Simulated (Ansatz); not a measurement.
Cl$_{2}$H$_{6}$O$_{8}$Si$_{2}$Sn, SMILES `O[Si](O)(O)[O][Sn]([Cl])([Cl])[O][Si](O)(O)O` at its PBE0-D4/def2-TZVP geometry, where that method's forces vanish. Total charge 0; spin multiplicity 1. Sn: def2 effective core potential.

```xyz
19

O    -2.4577   -2.6851    0.1455
Si   -1.3206   -1.5350    0.1644
O    -1.7439   -0.2492    1.1055
O     0.0169   -2.2311    0.7650
O    -1.0638   -0.9668   -1.3536
Sn    0.6036   -0.3335   -2.0853
Cl    0.0966    1.3783   -3.5241
Cl    1.7478   -1.9790   -3.1630
O     1.7044    0.3730   -0.6631
Si    1.2451    1.2997    0.5915
O     2.4734    2.3160    0.8805
O     0.8950    0.4162    1.9174
O    -0.1692    2.0585    0.1987
H    -3.2590   -2.5201   -0.3515
H    -1.7604    0.6026    0.6542
H     0.6034   -1.6719    1.2855
H     2.5690    2.6429    1.7762
H    -0.0542    0.2837    2.0631
H    -0.1262    2.8009   -0.4071
```

Question: What forces (eV/Å) does r2SCAN-D4/def2-TZVPP give on these atoms in Ansatz 0.2.0? (Best estimate.)

Answer: Ansatz gave: 
```
O1  -0.021 -0.059  0.015
Si2  0.040  0.036 -0.003
O3  -0.043  0.042  0.062
O4   0.030 -0.070  0.032
O5  -0.166 -0.031 -0.062
Sn6 -0.001  0.013  0.011
Cl7 -0.031  0.098 -0.089
Cl8  0.071 -0.098 -0.062
O9   0.183 -0.007  0.047
Si10-0.044  0.006  0.005
O11  0.064  0.022 -0.008
O12  0.017 -0.024  0.066
O13 -0.084  0.022  0.009
H14 -0.019 -0.002 -0.011
H15  0.008  0.021  0.002
H16  0.017  0.021  0.005
H17  0.005  0.008  0.014
H18 -0.024 -0.021 -0.005
H19 -0.003  0.026 -0.029
```
